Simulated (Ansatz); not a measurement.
BGeH$_{5}$OSi (`[GeH3][B]1O[SiH2]1`). The species carries charge 0 and has multiplicity 1. The structure was optimised at the PBE0-D4/def2-TZVP level.

```xyz
9

Ge    0.446    1.808    0.104
B    -0.161   -0.152    0.014
O    -1.332   -0.775    0.182
Si   -0.185   -2.054   -0.185
H     1.097    2.200   -1.232
H     1.507    1.956    1.207
H    -0.715    2.773    0.397
H    -0.088   -3.005    0.947
H    -0.569   -2.750   -1.435
```

What is the dipole moment at r2SCAN/def2-TZVPP? (Best estimate.)

Computed: 0.95 D, with components (0.67, -0.63, -0.20) D in this frame, pointing from negative to positive charge.

And with PBE, B3LYP, ωB97M-V? (Estimate.)

Ansatz gave: PBE 0.89 D, B3LYP 1.12 D, ωB97M-V 1.15 D.

Give the Mulliken charges with r2SCAN, PBE, B3LYP in def2-TZVPP. (Best estimate.)

Ansatz gave: 
| atom | r2SCAN | PBE | B3LYP |
| --- | --- | --- | --- |
| Ge1 | 0.02 | 0.00 | -0.04 |
| B2 | 0.15 | 0.14 | 0.23 |
| O3 | -0.26 | -0.19 | -0.26 |
| Si4 | 0.24 | 0.16 | 0.20 |
| H5 | -0.02 | -0.01 | -0.01 |
| H6 | -0.02 | -0.01 | -0.01 |
| H7 | -0.01 | -0.01 | -0.01 |
| H8 | -0.06 | -0.04 | -0.05 |
| H9 | -0.06 | -0.04 | -0.05 |

B3LYP here is the variant with VWN-RPA as its local correlation; programs differ in this.
